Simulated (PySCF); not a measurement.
Shieldings and the share of exact exchange

Molecule: `[Si@H](S[SiH3])([SiH3])S`, H₈S₂Si₃.

Numbering as in the mapped SMILES `[SiH3:1][S:2][Si@@H:3]([SiH3:4])[SH:5]`. Hydrogens are named by the atom that carries them.

GIAO shieldings (ppm, equivalent atoms averaged) in PySCF 2.14 on the PBE0-D3(BJ)/def2-SVP geometry, basis pcSseg-1, gas phase, non-relativistic:

| functional | exact exchange (%) | σ(Si3) | σ(Si1) | σ(Si4) | σ(S5) |
| --- | --- | --- | --- | --- | --- |
| BLYP | 0 | 315.8 | 379.9 | 429.3 | 640.9 |
| BP86 | 0 | 329.1 | 388.6 | 439.3 | 658.6 |
| PBE | 0 | 331.2 | 390.6 | 442.1 | 661.2 |
| B3LYP | 20 | 331.2 | 391.7 | 439.4 | 665.0 |
| mPW1PW91 | 25 | 348.1 | 402.7 | 450.5 | 686.4 |
| BHandHLYP | 50 | 354.2 | 409.9 | 454.4 | 694.4 |
| HF | 100 | 395.9 | 443.1 | 481.6 | 737.2 |

(1) Fit each shielding as a line in the percentage of exact exchange.

(2) What does the line predict for PBE0 (25 %), and what does the run give?

Results:

(1) σ(Si3) = 324.3 + 0.69 x (rms 6.1 ppm); σ(Si1) = 385.4 + 0.56 x (rms 4.1 ppm); σ(Si4) = 435.9 + 0.44 x (rms 4.6 ppm); σ(S5) = 654.4 + 0.83 x (rms 7.7 ppm). The functionals also differ in their semilocal parts, which the line can't hold; Hartree–Fock has no correlation at all.

(2) σ(Si3): 341.6 predicted, 349.8 computed; σ(Si1): 399.4 predicted, 404.9 computed; σ(Si4): 446.9 predicted, 453.7 computed; σ(S5): 675.1 predicted, 689.7 computed ppm.
